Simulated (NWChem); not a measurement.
In, doublet

Program: NWChem. Spin-unrestricted. Medium grid unless said otherwise, to which SCAN and Minnesota functionals are sensitive. The open p shell is one determinant without spherical averaging. No stability test was run on the SCF state. def2 effective core potentials on In; no spin-orbit coupling.

Task: Order these by “highest occupied level (eV)”, lowest first: M05-2X/def2-SVP; r2SCAN/def2-SVP; UHF/def2-SVP; OLYP/def2-SVP; B3LYP/def2-SVP.

Result: UHF/def2-SVP (-5.43), M05-2X/def2-SVP (-4.36), B3LYP/def2-SVP (-3.32), r2SCAN/def2-SVP (-3.02), OLYP/def2-SVP (-2.52)
